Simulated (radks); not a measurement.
Results of a calculation; reference values are marked as such.
Species: a nucleus of charge 6.1 with 5 electrons. Configuration: [He] 2s2 2p1. Level of theory: scalar-relativistic Kohn-Sham, PBE, spin-polarised, spherical densities, point nucleus; open shells are filled with parallel spins first (a radial shooting solver on a logarithmic mesh with Libxc functionals).

Unscreened Slater integrals over Kohn-Sham orbitals (cm^-1). They are taken over the spin-up orbitals.

F0(2p,2p): 139830
F2(2p,2p): 64516
F0(2p,2s): 139630
G1(2p,2s): 86194
F0(2p,1s): 197430
G1(2p,1s): 20924
F0(2s,2s): 140350
F0(2s,1s): 197680
G0(2s,1s): 14938
F0(1s,1s): 778780

Derived for the open shells (J is the average intra-shell exchange parameter used in DFT+U). 2p: J = F2/5 = 12900 cm^-1.
